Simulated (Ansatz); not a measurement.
As2, charge +1, doublet, at a GFN2-xTB geometry (a state made from the parent by changing its charge; the spin is typed, not shown lowest). Base run: B3LYP/def2-SVP run with Ansatz (an electronic-structure program).

Here is a job for Ansatz.
Ansatz 0.2 input:
```yaml
crystal:
  periodic: [false, false, false]
  atoms:
    - {symbol: As, position_ang: [-0.00000000, -0.00000000, -1.09007048]}
    - {symbol: As, position_ang: [0.00000000, 0.00000000, 1.09007048]}
basis:
  gaussian:
    orbitals: def2-SVP
hamiltonian:
  xc: b3lyp
total_charge: 1
magnetization: {spin_polarized: true, initial_magnetization: 1}
```

The bond that is stretched is that between atoms 2 and 1. A test that says stable can miss a lower solution.

The base run was repeated with changes; each row names its change, and settings that it needs were set with it.

```json
[
 {"change": "base", "ΔE vs base (kcal/mol)": "0.000", "<S^2>": "0.751", "stability test says": "minimum"},
 {"change": "spin_polarized = on; lower_state_search = off", "ΔE vs base (kcal/mol)": "0.000", "<S^2>": "0.751", "stability test says": "undecided (no full test)"},
 {"change": "spin_polarized = on; lower_state_search = standard", "ΔE vs base (kcal/mol)": "0.000", "<S^2>": "0.751", "stability test says": "minimum"},
 {"change": "bond × 1.25", "ΔE vs base (kcal/mol)": "28.69", "<S^2>": "1.385", "stability test says": "minimum"},
 {"change": "spin_polarized = on; lower_state_search = off; bond × 1.25", "ΔE vs base (kcal/mol)": "33.02", "<S^2>": "0.751", "stability test says": "undecided (no full test)"},
 {"change": "spin_polarized = on; lower_state_search = standard; bond × 1.25", "ΔE vs base (kcal/mol)": "28.69", "<S^2>": "1.385", "stability test says": "minimum"},
 {"change": "bond × 1.5", "ΔE vs base (kcal/mol)": "58.90", "<S^2>": "2.154", "stability test says": "minimum"},
 {"change": "spin_polarized = on; lower_state_search = off; bond × 1.5", "ΔE vs base (kcal/mol)": "58.90", "<S^2>": "2.154", "stability test says": "undecided (no full test)"},
 {"change": "spin_polarized = on; lower_state_search = standard; bond × 1.5", "ΔE vs base (kcal/mol)": "58.90", "<S^2>": "2.154", "stability test says": "minimum"},
 {"change": "bond × 1.8", "ΔE vs base (kcal/mol)": "71.3", "<S^2>": "2.739", "stability test says": "minimum"},
 {"change": "spin_polarized = on; lower_state_search = off; bond × 1.8", "ΔE vs base (kcal/mol)": "71.3", "<S^2>": "2.739", "stability test says": "undecided (no full test)"},
 {"change": "spin_polarized = on; lower_state_search = standard; bond × 1.8", "ΔE vs base (kcal/mol)": "71.3", "<S^2>": "2.739", "stability test says": "minimum"},
 {"change": "bond × 2.2", "ΔE vs base (kcal/mol)": "77.0", "<S^2>": "2.754", "stability test says": "minimum"},
 {"change": "spin_polarized = on; lower_state_search = off; bond × 2.2", "ΔE vs base (kcal/mol)": "77.0", "<S^2>": "2.754", "stability test says": "undecided (no full test)"},
 {"change": "spin_polarized = on; lower_state_search = standard; bond × 2.2", "ΔE vs base (kcal/mol)": "77.0", "<S^2>": "2.754", "stability test says": "minimum"},
 {"change": "bond × 3.0", "ΔE vs base (kcal/mol)": "77.1", "<S^2>": "2.754", "stability test says": "minimum"},
 {"change": "spin_polarized = on; lower_state_search = off; bond × 3.0", "ΔE vs base (kcal/mol)": "91.8", "<S^2>": "2.761", "stability test says": "undecided (no full test)"},
 {"change": "spin_polarized = on; lower_state_search = standard; bond × 3.0", "ΔE vs base (kcal/mol)": "77.1", "<S^2>": "2.754", "stability test says": "minimum"}
]
```

On stretching, the SCF can end on different states; <S^2> shows the spin contamination of each.
